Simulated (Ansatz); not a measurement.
`C#C[SiH3]` + `BN[SiH2]Cl` → `BN([SiH3])[SiH2]Cl` + `C#C` at 700 K and 1 bar (ligand exchange at the Si–C bond).

Gas-phase electronic energies from Ansatz, PBE0-D4/def2-TZVP geometries. CCSD(T)/CBS is the MP2 limit (def2-TZVPP, def2-QZVPP) plus CCSD(T) − MP2 in def2-TZVPP, frozen cores. This one scheme is used for every species. Each species was taken in one conformer, which may not be the lowest.

```
             species  CCSD(T)/CBS energy (Eh)  H − E (kJ/mol)  S (J/(mol·K))
         `C#C[SiH3]`               -367.52081           166.7          346.4
        `BN[SiH2]Cl`               -831.46864           218.7          424.7
`BN([SiH3])[SiH2]Cl`              -1121.76437           283.4          518.7
               `C#C`                -77.22717           102.1          244.4
```

H − E and S are ideal-gas, rigid-rotor, harmonic terms from PBE0-D4/def2-TZVP, for one conformer and one mirror image of each species. 1 Eh = 2625.50 kJ/mol, R = 8.31446 J/(mol·K).

By hand: ΔE, ΔH, ΔS and ΔG.

ΔE = (-1121.76437) + (-77.22717) − (-367.52081) − (-831.46864) = -0.00209 Eh = -5.5 kJ/mol. Δ(H − E) = 283.4 + 102.1 − 166.7 − 218.7 = 0.1, so ΔH = -5.4 kJ/mol. ΔS = 518.7 + 244.4 − 346.4 − 424.7 = -8.0 J/(mol·K). ΔG = -5.4 − 700 × (-8.0)/1000 = 0.2 kJ/mol.

By hand: the equilibrium constant, and the temperature at which ΔG would vanish if ΔH and ΔS stayed fixed.

log₁₀ K = −ΔG/(RT ln 10) = 0.0. ΔG = 0 at ΔH/ΔS = 675 K, though so small a ΔH makes that figure unsure.

TΔS isn't small against ΔH here. The sign of ΔG lies within the doubt. A doubt of 5 kJ/mol in ΔE shifts log₁₀ K by 0.4 here. Other conformers and mirror images would add mixing entropy, several J/(mol·K) or more a flexible species. Modes under 60 cm⁻¹, often nearly free rotors, make the harmonic entropy too high. These are equilibria of isolated gas molecules and say nothing of rates. Largest T1 diagnostic: 0.013 (customary marks: 0.02 for closed shells, 0.045 for open ones).
